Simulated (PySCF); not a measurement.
```xyz
3
charge 1 multiplicity 1, angstrom
Cl    0.0000    0.0000   -1.7825
Nb    1.0836    0.0000    0.3354
Nb   -1.0836    0.0000    0.3354
```

Level of theory: PBE/[Cl def2-TZVP, Nb def2-TZVP with ECP28], scalar-relativistic core potentials, density fitting, no spin–orbit coupling, PySCF.

This geometry of [Nb2Cl]+ is a stationary point at this level.

**Question.** What is the point group?

**Answer.** C2v.

**Question.** Is it a minimum?

**Answer.** Yes: all harmonic wavenumbers are real.

**Question.** What are the dipole moment and the gap between the highest occupied and lowest empty levels?

**Answer.** 2.75 D about the centre of mass and 0.54 eV.

**Question.** Give the atomic charges and bond orders.

**Answer.** 
```csv
atom,Mulliken,Löwdin,polar tensor,Mayer order to Cl1
Cl1,-0.18,0.40,-0.25,–
"Nb2,3",0.59,0.30,0.63,0.79
```
Other Mayer orders above 0.3: Nb–Nb 3.95.

**Question.** Give the ideal-gas entropy at 298.15 K and 1 bar by parts.

**Answer.** translation 176.2, rotation 109.8, vibration 15.9, spin 0.0; total 301.8 J/(mol K).

Only a few start shapes were tried, so a lower isomer may exist.
